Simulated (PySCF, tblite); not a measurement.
C4H12Si3.
Structure used (GFN2-xTB), in Å, numbered top down from 1:
```xyz
19
C4H12Si3 angstrom
C      2.8866    0.0139    0.1431
Si     1.1963   -0.2065   -0.7110
C      0.3718    1.4994   -0.7268
C     -0.8387    1.8239   -0.2746
Si    -2.1414    0.7287    0.5392
C     -1.9401   -1.0965    0.0574
Si    -0.1726   -1.7498    0.3318
H      3.4878    0.7707   -0.3529
H      2.7719    0.3156    1.1805
H      3.4516   -0.9135    0.1317
H      1.4830   -0.5086   -2.1332
H      0.9787    2.2949   -1.1562
H     -1.1433    2.8650   -0.3568
H     -2.0311    0.8706    2.0001
H     -3.4638    1.2209    0.1169
H     -2.1938   -1.2134   -0.9968
H     -2.6630   -1.6956    0.6095
H      0.0424   -1.8853    1.7823
H     -0.0921   -3.1252   -0.1916
```

Method used: CAM-B3LYP/def2-SVPD in PySCF (dipole) on a GFN2-xTB geometry, gas phase.

Masses are those of the commonest isotopes; rigid-rotor values at the optimised geometry. The values belong to one conformer with, in the numbering `[CH3:1][Si@@H:2]1[CH:3]=[CH:4][SiH2:5][CH2:6][SiH2:7]1`, C1–Si2–C3–C4 -126°, C3–C4–Si5–C6 -24°, C4–Si5–C6–Si7 52°, Si5–C6–Si7–Si2 -51°.

Question: Give the principal moments of inertia and the rotational constants in MHz.

Answer: Ia = 253.04, Ib = 432.60, Ic = 618.15 u·Å²; 505379 MHz·u·Å²/I gives A = 1997, B = 1168, C = 817.6 MHz.

Question: Classify the top.

Answer: An asymmetric top: κ = (2 × 1168 − 1997 − 817.6)/(1997 − 817.6) = -0.41.

Question: Is it planar, by Δ = Ic − Ia − Ib?

Answer: Not planar: Δ = Ic − Ia − Ib = -67.49 u·Å². For a rigid frame Δ = −2 Σ m c², so Σ m c² = 33.74 u·Å² lies off the ab plane: 15.61 from hydrogen and 18.13 from heavier atoms. The atom farthest from that plane is 1.81 Å away.

Question: Give the other two planar moments, Paa and Pbb, and the rms extents of the mass along the axes.

Answer: Paa = Σ m a² = (Ib + Ic − Ia)/2 = 398.86 and Pbb = Σ m b² = (Ia + Ic − Ib)/2 = 219.29 u·Å². With the mass M = 144.02 u, the rms extents √(P/M) along a, b and c are 1.66, 1.23, 0.48 Å.

Question: Where do the levels up to J = 3 lie, in MHz?

Answer: Above 0(0,0):
J = 1: 1(0,1) 1986, 1(1,1) 2815, 1(1,0) 3165
J = 2: 2(0,2) 5868, 2(1,2) 6436, 2(1,1) 7488, 2(2,1) 9975, 2(2,0) 10065
J = 3: 3(0,3) 11499, 3(1,3) 11817, 3(1,2) 13906, 3(2,2) 15932, 3(2,1) 16348, 3(3,1) 21004, 3(3,0) 21019
The levels of one J sum to (2J + 1)J(J + 1)(A + B + C)/3.

Question: Predict some low-J microwave lines.

Answer: The dipole components are |μa| = 0.24 D, |μb| = 0.19 D, |μc| = 0.10 D. Intensities carry the squares of the components, which stand as 1.00 : 0.57 : 0.18 (a : b : c). Some lines, for components of 0.1 D or more:

```csv
type,branch,"J(Ka,Kc)",MHz,lower level (cm⁻¹)
a,Q,"3(2,1) ← 3(2,2)",416,0.531
c,Q,"2(1,2) ← 2(0,2)",568,0.196
a,Q,"2(1,1) ← 2(1,2)",1052,0.215
a,R,"1(0,1) ← 0(0,0)",1986,0.000
b,Q,"3(1,2) ← 3(0,3)",2407,0.384
c,Q,"2(2,1) ← 2(1,1)",2487,0.250
a,R,"2(1,2) ← 1(1,1)",3621,0.094
b,Q,"3(3,1) ← 3(2,2)",5072,0.531
a,R,"3(1,3) ← 2(1,2)",5381,0.215
a,R,"3(0,3) ← 2(0,2)",5631,0.196
b,R,"2(2,1) ← 1(1,0)",6809,0.106
c,R,"2(2,0) ← 1(1,0)",6899,0.106
c,R,"2(2,1) ← 1(1,1)",7160,0.094
c,R,"3(3,1) ← 2(2,1)",11030,0.333
```

Its GFN2-xTB frequencies are all real (lowest 27 cm⁻¹). Zero-point vibration and centrifugal distortion are left out. A rigid rotor knows nothing of internal rotation, which can split or shift real lines.

The run took 2.0 min wall on one thread, Arm Neoverse N1 (aarch64) (shared host), and the process peaked at 1.2 GiB of memory. This is the CAM-B3LYP/def2-SVPD job that gave the dipole, with the excitations it also computed.
